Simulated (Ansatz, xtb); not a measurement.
**Relative energy of two isomers of CH5AlCl2O**

Structure I is `C[OH+][AlH-]([Cl])[Cl]`, a singlet and structure II is `[CH3][Al-]([OH2+])([Cl])[Cl]`, a singlet. Both are isolated molecules in the gas phase, relaxed with PBE0-D4/def2-SVP; the shapes shown needn't be the lowest conformers.

I (Å):

```xyz
10

C     1.0893    0.0788    0.4162
Al   -0.4513    1.5961   -1.7075
Cl   -0.3197    0.5624   -3.5820
Cl    1.1206    2.9910   -1.3459
O     0.2422    0.0445   -0.7360
H     2.0637    0.5226    0.1693
H     1.2037   -0.9392    0.8115
H     0.5871    0.7036    1.1639
H     0.5556   -0.5786   -1.4119
H    -1.8705    1.9190   -1.1092
```

II (Å):

```yaml
atoms:
  - { symbol: C, position_ang: [-1.1918, -0.5097, 0.6841] }
  - { symbol: Al, position_ang: [0.1118, 0.8295, 0.1840] }
  - { symbol: Cl, position_ang: [1.3616, 1.7018, 1.6951] }
  - { symbol: Cl, position_ang: [-0.3022, 2.1431, -1.4622] }
  - { symbol: O, position_ang: [1.6407, -0.0444, -0.7444] }
  - { symbol: H, position_ang: [-1.5907, -1.0385, -0.1965] }
  - { symbol: H, position_ang: [-0.7636, -1.2586, 1.3696] }
  - { symbol: H, position_ang: [-2.0467, -0.0439, 1.2011] }
  - { symbol: H, position_ang: [2.4397, 0.1919, -0.2443] }
  - { symbol: H, position_ang: [1.7173, 0.3847, -1.6130] }
```

**Question.** Which of the two would you expect CCSD(T)/def2-SVP + ΔMP2/def2-TZVPP electronic energies to favour?

**Answer.** Structure II; the calculation gives E(II) − E(I) = −0.918 eV.

Level by level:

```json
{"level": "PBE0-D4/def2-SVP", "geometry": "PBE0-D4/def2-SVP", "E(II) − E(I) (eV)": "−0.855", "departure from the last row (eV)": "+0.063", "job, with rough time for the two": "optimisation, 1.7 min"}
{"level": "HF/def2-SVP", "geometry": "PBE0-D4/def2-SVP", "E(II) − E(I) (eV)": "−0.641", "departure from the last row (eV)": "+0.277", "job, with rough time for the two": "part of the CCSD(T) run"}
{"level": "MP2/def2-SVP", "geometry": "PBE0-D4/def2-SVP", "E(II) − E(I) (eV)": "−0.854", "departure from the last row (eV)": "+0.064", "job, with rough time for the two": "part of the CCSD(T) run"}
{"level": "CCSD(T)/def2-SVP", "geometry": "PBE0-D4/def2-SVP", "E(II) − E(I) (eV)": "−0.763", "departure from the last row (eV)": "+0.155", "job, with rough time for the two": "single point"}
{"level": "CCSD(T)/def2-SVP + ΔMP2/def2-TZVPP", "geometry": "PBE0-D4/def2-SVP", "E(II) − E(I) (eV)": "−0.918", "departure from the last row (eV)": "", "job, with rough time for the two": "single point, 28 s"}
```

As drawn, II has 1 C–Al, 1 O–H in place of 1 C–O, 1 Al–H.

The levels shown agree on the order. The largest departure from CCSD(T)/def2-SVP + ΔMP2/def2-TZVPP is that of HF/def2-SVP, 0.277 eV. Levels run at GFN2-xTB geometries aren't shown. The last row adds to CCSD(T) the change of the MP2 difference between the two basis sets, here −0.155 eV, a large step that makes the value less sure.

With harmonic frequencies from PBE0-D4/def2-SVP (ideal gas, rigid rotor, one conformer each, 298.15 K, 1 atm): the zero-point term adds −0.008 eV; ΔH is −0.907 and ΔG −0.931 eV.

The correlated steps freeze 17 core orbitals. Mirror images aren't counted in ΔG. Codes used: Ansatz 0.2.0; the last row on 2 threads of Arm Neoverse V1 on a shared host.
